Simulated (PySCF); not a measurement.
**C20H15BS2: Orbital levels and atomic charges**

System: C20H15BS2 (organic semiconductor), SMILES CB(C)c1csc2cc3cc4cc5ccsc5cc4cc3cc12.

Cartesian coordinates (Å):
```
  1 C    -4.110   -1.220    1.689
  2 B    -4.600   -0.037    0.767
  3 C    -6.051    0.549    0.990
  4 C    -3.739    0.533   -0.393
  5 C    -4.314    1.126   -1.474
  6 S    -3.240    1.617   -2.737
  7 C    -1.875    1.048   -1.804
  8 C    -0.566    1.118   -2.174
  9 C     0.429    0.618   -1.301
 10 C     1.780    0.644   -1.633
 11 C     2.761    0.157   -0.770
 12 C     4.130    0.182   -1.112
 13 C     5.075   -0.297   -0.240
 14 C     6.498   -0.360   -0.387
 15 C     7.114   -0.895    0.682
 16 S     6.032   -1.367    1.959
 17 C     4.658   -0.823    1.022
 18 C     3.348   -0.869    1.390
 19 C     2.361   -0.380    0.502
 20 C     1.009   -0.409    0.831
 21 C     0.029    0.071   -0.035
 22 C    -1.341    0.026    0.306
 23 C    -2.300    0.486   -0.558
 24 H    -3.663   -0.809    2.596
 25 H    -4.940   -1.840    2.022
 26 H    -3.368   -1.869    1.232
 27 H    -6.102    1.629    0.871
 28 H    -6.472    0.299    1.962
 29 H    -6.724    0.125    0.243
 30 H    -5.363    1.291   -1.630
 31 H    -0.279    1.551   -3.121
 32 H     2.079    1.052   -2.590
 33 H     4.424    0.584   -2.070
 34 H     7.013   -0.012   -1.265
 35 H     8.164   -1.057    0.828
 36 H     3.050   -1.270    2.347
 37 H     0.708   -0.818    1.786
 38 H    -1.616   -0.375    1.267
```

Method: PBE0/6-31G*, gas phase, PySCF, fitting set def2-universal-JFIT up to Ne and JKFIT beyond, grid level 1.

**Question.** Give the orbital energies near the gap.

**Answer.** 
```csv
orbital,eV
HOMO-4,-7.82
HOMO-3,-7.30
HOMO-2,-6.55
HOMO-1,-6.28
HOMO,-5.01
LUMO,-1.96
LUMO+1,-1.03
LUMO+2,-0.37
LUMO+3,-0.04
```

**Question.** Give the partial charges of the non-hydrogen atoms.

**Answer.** 
| atom | Mulliken | IAO | Hirshfeld |
| --- | --- | --- | --- |
| C1 | -0.72 | -0.57 | -0.18 |
| B2 | 0.38 | 0.31 | 0.18 |
| C3 | -0.72 | -0.57 | -0.18 |
| C4 | 0.08 | -0.16 | -0.09 |
| C5 | -0.45 | -0.24 | -0.04 |
| S6 | 0.29 | 0.28 | 0.05 |
| C7 | -0.18 | -0.12 | -0.02 |
| C8 | -0.25 | -0.16 | -0.05 |
| C9 | 0.13 | 0.00 | 0.00 |
| C10 | -0.30 | -0.15 | -0.05 |
| C11 | 0.10 | 0.00 | 0.00 |
| C12 | -0.25 | -0.15 | -0.05 |
| C13 | 0.11 | -0.01 | -0.01 |
| C14 | -0.13 | -0.18 | -0.06 |
| C15 | -0.41 | -0.27 | -0.06 |
| S16 | 0.28 | 0.26 | 0.03 |
| C17 | -0.19 | -0.12 | -0.02 |
| C18 | -0.24 | -0.16 | -0.05 |
| C19 | 0.12 | 0.00 | 0.00 |
| C20 | -0.30 | -0.15 | -0.05 |
| C21 | 0.10 | 0.00 | 0.00 |
| C22 | -0.25 | -0.15 | -0.05 |
| C23 | 0.05 | 0.00 | -0.01 |
